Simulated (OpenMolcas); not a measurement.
**Cr2+, Mo2+, W2+: d4 down the group**

| Property | Result |
| --- | --- |
| Program | OpenMolcas 26.06 |
| Method | SS-CASPT2, IPEA 0.25 Eh, imaginary shift 0.1 Eh |
| Basis | ANO-R2 |
| Scalar Hamiltonian | X2C, finite nucleus |
| Spin-orbit coupling | RASSI with atomic mean-field integrals over the reference wave functions, term energies averaged over their components |

Active space for each ion: 4 electrons in 6 orbitals (d s); closed shells correlated by CASPT2: Cr2+ 3s 3p; Mo2+ 4s 4p; W2+ 5s 5p.

Computed levels in cm-1 above 5D0:

```tsv
Level	Cr2+	Mo2+	W2+
5D1	71.7	254	2630
5D2	212	700	5150
5D3	415	1279	7110
5D4	675	1952	8540
3P0(1)	17240	11790	10940
3P1(1)	17680	13070	13910
3H4	18430	13770	15220
3P2(1)	18450	15010	17730
3H5	18590	14390	18520
weight of 5D in the lowest level (%)	100	98	63
```

Mixed levels, with the weight of the term that names them: W2+ 5D0 (63 %), W2+ 3P0(1) (57 %), W2+ 3P1(1) (75 %), W2+ 3H4 (50 %), W2+ 3P2(1) (67 %), W2+ 3H5 (67 %).

Measured, with the error of the calculation in %. Measured levels: Cr2+ from Sugar and Corliss, J. Phys. Chem. Ref. Data 6, 317 (1977); Mo2+ from Sugar and Musgrove, J. Phys. Chem. Ref. Data 17, 155 (1988); W2+ from NIST levels as listed in McCann et al., Mon. Not. R. Astron. Soc. 538, 537 (2025).

```csv
Level,Cr2+,Mo2+,W2+
5D1,62.2 (+15.2),242 (+4.9),2256 (+16.5)
5D2,183 (+15.7),668 (+4.8),4461 (+15.4)
5D3,357 (+16.4),1224 (+4.5),6278 (+13.3)
5D4,576 (+17.2),1872 (+4.3),7687 (+11.1)
3P0(1),16771 (+2.8),11149 (+5.7),9904 (+10.4)
3P1(1),17169 (+3.0),12510 (+4.5),12881 (+8.0)
3H4,17274 (+6.7),12680 (+8.6),
3P2(1),17851 (+3.4),14358 (+4.5),
3H5,17397 (+6.8),13276 (+8.4),
```

The fine-structure level 5D4 changes by a factor of 12.7 from Cr2+ to W2+.

Without spin-orbit coupling 3P(1) lies 17640, 12680, 7670 cm-1 above 5D in that order; the difference to the level 3P0(1), of either sign, comes from spin-orbit coupling, which also lowers the zero.

CASPT2 breaks the degeneracy within a term, and the mean is taken; among the terms shown or strongly mixed into the levels shown the widest spread is 120 cm-1 (3d4 3H, Cr2+). Over all roots computed the reference weight is 0.88 to 0.95 in Cr2+; the roots of lowest weight are the least certain, and an intruder state may touch them. Terms from blocks run as CI alone lack orbitals of their own. Configurations are named by rounded mean occupations; where the s occupation lies near a half they are strongly mixed, a name can repeat and a true partner stay unpaired (holds for Mo2+; W2+). Some high roots are left out of the spin-orbit mixing, which shifts the levels that they would mix with (holds for W2+). Some terms miss by over 15 % even with CASPT2, which points to a basis or an active space too small for the shells correlated (holds for W2+). Computed and measured levels are paired by configuration, term and J; levels that our copy of the source lacks, or whose pairing is in doubt (as where it misses far off the trend of its configuration), stay unpaired and out of the deviations. Levels of configurations outside the active space are missing.

A number in round brackets counts repeated terms of one configuration in the order of the reference energies.
